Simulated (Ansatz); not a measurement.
Cost and result up the ladder for AgF₂ (the lowest doublet isomer of a short search) (3 atoms). Total charge 0; doublet. Geometry: PBE-D4/def2-TZVP.

| atom | x (Å) | y (Å) | z (Å) |
| --- | --- | --- | --- |
| Ag1 | 0.000 | 0.000 | 0.000 |
| F2 | -1.455 | -0.339 | -1.234 |
| F3 | 1.455 | 0.339 | 1.234 |

Ansatz on 4 threads of Arm Neoverse V1 on a shared host. Times are rough, and most runs start from the orbitals of an earlier one. CAM-B3LYP-D4/def2-TZVP serves as the yardstick here, not as an exact answer. Differences are given only for rows in sets of like size (and for xTB, whose basis is part of the method), since another set adds its own error. Binding counts from free atoms at the same level (Ag doublet, F doublet; other spins of the atoms weren't run), without zero-point energy or a counterpoise term.

In the def2 sets Ag takes a core potential; there is no spin–orbit coupling. LC-ωPBE has ω = 0.4 bohr⁻¹. HSE06 is defined as in plane-wave codes, on full-range PBE exchange. Correlated methods freeze 2 core orbitals; core or outer-core shells of Ag are correlated, in sets that lack core-valence functions. HOMO above LUMO, or a gap near zero within one spin, warns that the state may not be the lowest or that an electron is smeared out. The structure comes from a short search, and lower isomers may exist.

Correlated methods converge slowly with the basis.

```tsv
level	functions	wall time	binding energy per atom (eV)	difference from CAM-B3LYP-D4/def2-TZVP (eV)	remarks
MP2/def2-TZVP	102	0.75 s	1.79	-0.03	–
HF/def2-TZVP	102	0.85 s	0.67	-1.14	–
PBE-D4/def2-SVP	59	1.8 s	2.11	–	gap within one spin near zero
HSE06-D4/def2-TZVP	102	1.9 s	1.72	-0.09	–
LC-ωPBE/def2-TZVP	102	2.7 s	1.87	0.05	–
CAM-B3LYP-D4/def2-TZVP	102	3.1 s	1.81	0.00	–
PBE0-D4/def2-TZVP	102	4.1 s	1.72	-0.09	–
r2SCAN0-D4/def2-TZVP	102	6 s	1.65	-0.17	–
PBE-D4/def2-TZVP	102	6 s	2.04	0.23	gap within one spin near zero
r2SCAN-D4/def2-TZVPD	120	7 s	1.96	0.15	–
PBE-D4/def2-TZVPD	120	7 s	2.06	0.25	gap within one spin near zero
r2SCAN-D4/def2-TZVP (with forces)	102	11 s	1.93	0.12	–
CCSD(T)/def2-TZVPP	118	15 s	1.65	-0.17	–
RPA@PBE/def2-TZVP	102	16 s	1.62	-0.19	–
```
